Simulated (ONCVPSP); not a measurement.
Scattering properties, ONCV potential for Mg

* Element: magnesium
* Generator: ONCVPSP 4.0.1
* Type: optimised norm-conserving Vanderbilt (ONCV)
* Functional: LDA (Perdew-Zunger)
* Relativity: non-relativistic
* Frozen core: [He]
* Valence charge: 10
* Reference configuration: 2s2 2p6 3s1.5 3p0.5
* Partial waves: 2s+3s: rc 1.10 bohr, ncon 4, nbas 7, qcut 8.2 1/bohr, 2 projectors; 2p+3p: rc 1.55 bohr, ncon 5, nbas 9, qcut 11.3 1/bohr, 2 projectors
* Local potential: polynomial inside 0.85 bohr (lpopt 2, dvloc0 1 Ha)
* Core correction: polynomial model core, fcfact 0.65

The phase is arctan(r·R′/R) of the radial function R(r), unwrapped; energies in Ha, scanned from -4 to 5 Ha. A pole is an energy at which the radial function vanishes at the test radius. The pseudo phase is shifted by a multiple of π to meet the all-electron one at the reference energy, and phase errors are pseudo minus all-electron; the curves can meet again beyond the range given. Levels narrower than the energy grid can be missing from the lists of poles.

Task: For each channel, where are the poles, and over which energies does the pseudopotential scatter like the atom?

Result:

```json
{"channel": "s", "radius (bohr)": "1.11", "reference energy (Ha)": "-0.19", "poles, all-electron": "-1.89", "poles, pseudo": "-1.89", "unbroken range about the reference energy with phases within 0.05 rad": "the whole range", "phase error 1 Ha above the reference energy (rad)": "-0.000"}
{"channel": "p", "radius (bohr)": "1.58", "reference energy (Ha)": "-0.07", "poles, all-electron": "-1.59, 4.66", "poles, pseudo": "-1.59, 4.72", "unbroken range about the reference energy with phases within 0.05 rad": "the whole range", "phase error 1 Ha above the reference energy (rad)": "+0.001"}
```

Phases in the s channel:

```tsv
E (Ha)	all-electron	pseudo
-3.98	-0.185	-0.186
-3.50	-0.826	-0.826
-3.02	-1.206	-1.206
-2.54	-1.410	-1.410
-2.06	-1.536	-1.536
-1.58	-1.625	-1.625
-1.10	-1.696	-1.696
-0.62	-1.758	-1.758
-0.14	-1.819	-1.819
0.34	-1.884	-1.884
0.82	-1.956	-1.956
1.30	-2.044	-2.045
1.78	-2.158	-2.158
2.26	-2.312	-2.313
2.74	-2.530	-2.532
3.22	-2.833	-2.838
3.70	-3.206	-3.213
4.18	-3.569	-3.577
4.66	-3.851	-3.859
```
